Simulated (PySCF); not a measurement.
GeCl2, singlet: structure and spectrum

Level of theory: PBE0/[Ge def2-SVP, Cl def2-SVP], no relativity, density fitting, PySCF.

The structure is a minimum.

```
Point group                                                                   : C2v
Bond lengths                                                                  : Ge–Cl 2.191 Å (×2)
Bond angles                                                                   : Cl–Ge–Cl 100.2°
Dipole moment                                                                 : 1.95 D
Rotational symmetry number                                                    : 2
Atomisation energy without zero-point energy                                  : 794 kJ/mol
Zero-point energy                                                             : 5.8 kJ/mol
Principal polarisabilities                                                    : 29.6, 45.5, 59.8 bohr³
Rotational constants                                                          : 0.2376, 0.08523, 0.06273 cm⁻¹
Lowest empty level                                                            : -2.99 eV
Principal quadrupole moments (Buckingham, traceless) about the centre of mass : -4.73, 0.39, 4.34 D Å
Entropy at 298.15 K and 1 bar                                                 : 295.3 J/(mol K)
Highest occupied level                                                        : -8.00 eV
Heat capacity Cp at 298.15 K                                                  : 53.4 J/(mol K)
Enthalpy at 298.15 K above 0 K                                                : 13.18 kJ/mol
```

Harmonic modes (masses in u: Ge 73.921, Cl 34.969):
| symmetry | ω (cm⁻¹) | IR (km/mol) | type |
| --- | --- | --- | --- |
| a1 | 156 | 2.4 | bend |
| b2 | 397 | 107 | stretch |
| a1 | 412 | 50.5 | stretch |

In C2v the vibrations span 2a1 + b2. Here b1 is antisymmetric to the molecular plane and b2 lies in it.

Charges (e):
```tsv
atom	Mulliken	Löwdin	polar tensor	Mayer order to Ge1
Ge1	0.53	0.09	1.11	–
Cl2,3	-0.27	-0.04	-0.56	1.13
```

Mulliken populations on Ge1: s 7.88, p 13.42, d 10.18.

Outer orbital energies (eV). occupied: -22.44, -14.49, -10.96, -10.00, -9.88, -9.16, -8.79, -8.00; empty: -2.99, -0.07, 0.09, 3.68.

Counting electrons, germanium keeps 2 of its valence electrons outside its bonds, so the VSEPR class is AX2E1 and the expected shape is bent (C2v), as computed.

The final relaxation and frequency run took of the order of 27 core-seconds on a shared host.
